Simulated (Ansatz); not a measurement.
Sn₅Cl₄⁺, relaxed as a doublet with UKS PBE-D4/def2-SVP in Ansatz, starting from the GFN2-xTB geometry. Force threshold 0.03 eV/Å.

In the def2 sets Sn takes a core potential; there is no spin–orbit coupling. Another isomer (doublet) lies 0.54 eV lower at PBE0-D4/def2-SVP; other spin states weren't run for this one.

Start:

```xyz
9

Sn   -1.214   -1.698    2.164
Sn    2.314    0.937   -2.834
Sn   -1.581    1.349    1.304
Sn   -0.005   -1.688   -0.649
Sn    0.500    1.562   -0.640
Cl   -3.240   -2.742    2.296
Cl    3.606    2.772   -3.371
Cl   -1.839    2.902    2.976
Cl    1.459   -3.394   -1.246
```

```csv
step,energy (eV),largest force component (eV/Å),SCF passes
1,-79212.7057,1.362,26
2,-79213.0964,0.500,31
3,-79213.2567,0.320,32
4,-79213.3372,0.182,27
5,-79213.3913,0.126,32
6,-79213.4398,0.096,32
7,-79213.5142,0.146,32
8,-79213.6150,0.230,31
9,-79213.7334,0.315,31
10,-79213.8555,0.368,31
11,-79213.9657,0.227,31
13,-79214.1636,0.286,30
15,-79214.3103,0.277,32
17,-79214.4071,0.194,26
19,-79214.5151,0.228,29
21,-79214.6203,0.157,29
23,-79214.7614,0.144,30
25,-79214.9170,0.401,32
27,-79215.0343,0.198,25
29,-79215.1378,0.191,30
31,-79215.2197,0.132,31
33 (rejected),-79215.2311,0.224,33
35,-79215.2729,0.042,27
37,-79215.2785,0.037,27
38,-79215.2799,0.016,29
```

Force components are those of the run's own axes.

End:

```tsv
atom	x (Å)	y (Å)	z (Å)
Sn1	-1.7759	-1.8226	2.3461
Sn2	1.7376	-0.1679	-2.5015
Sn3	-0.7904	0.8827	1.4660
Sn4	0.0623	-1.6641	-0.2018
Sn5	-1.2963	0.9515	-1.5071
Cl6	-2.9166	-1.3039	0.0672
Cl7	1.1076	2.1846	-1.7195
Cl8	1.2349	1.8666	2.2431
Cl9	2.6367	-0.9268	-0.1925
```

Bonds formed: Sn2–Cl9, Sn3–Sn4, Sn5–Cl7 (atoms count from 1).

No frequencies were taken in this run, so the end may be a saddle point.

It took 6.3 min on 6 threads of Intel Xeon on a shared host.
